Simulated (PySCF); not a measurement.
```xyz
4
charge 0 multiplicity 1, angstrom
Ta   -0.8390    0.0000   -0.4323
O    -1.7170    1.3795    0.1099
O    -1.7170   -1.3795    0.1099
I     1.6315    0.0000    0.5913
```

Method: PBE0/[Ta def2-TZVP with ECP60, O def2-TZVP, I def2-TZVP with ECP28], scalar-relativistic core potentials, density fitting, no spin–orbit coupling, PySCF.

This geometry of TaO2I is a stationary point at this level.

Task: What is the point group?

Result: Cs.

Task: Is it a minimum?

Result: Yes: all harmonic wavenumbers are real.

Task: Which band is strongest in the infrared?

Result: 956 cm⁻¹ (a''), 194 km/mol.

Task: What is the atomisation energy, with and without zero-point energy?

Result: 1740 kJ/mol without, 1724 kJ/mol with.

Only a few start shapes were tried, so a lower isomer may exist. No spin–orbit coupling is included, which matters more the heavier the element.
